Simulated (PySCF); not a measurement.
## Electronic structure of Al³⁺ (aluminium, charge +3) at the UHF level

Configuration: [Ne], closed-shell 1S. Calculation: PySCF 2.14, in aug-cc-pwCVDZ (6s5p3d, 36 functions); no relativity, point nucleus.

```json
{"Total energy": "-239.994662 hartree", "One-electron energy": "-321.2748 hartree", "Hartree (Coulomb) energy": "98.7278 hartree", "Exchange energy": "-17.4477 hartree", "Kinetic energy": "239.97909 hartree", "⟨S²⟩": "0.0000", "⟨L²⟩": "0.000", "Sum of ⟨r⟩": "5.056 bohr", "Sum of ⟨r²⟩": "3.636 bohr²", "Density at the nucleus (Gaussians lack the cusp)": "1360 bohr⁻³", "Langevin diamagnetic susceptibility": "-2.88 ×10⁻⁶ cm³/mol"}
```

```
shell  electrons  mean orbital energy (hartree)  rms radius, mean of both spins (bohr)
   1s          2                      -59.79103                                  0.139
   2s          2                       -6.15058                                  0.677
   2p          6                       -4.47187                                  0.669
```
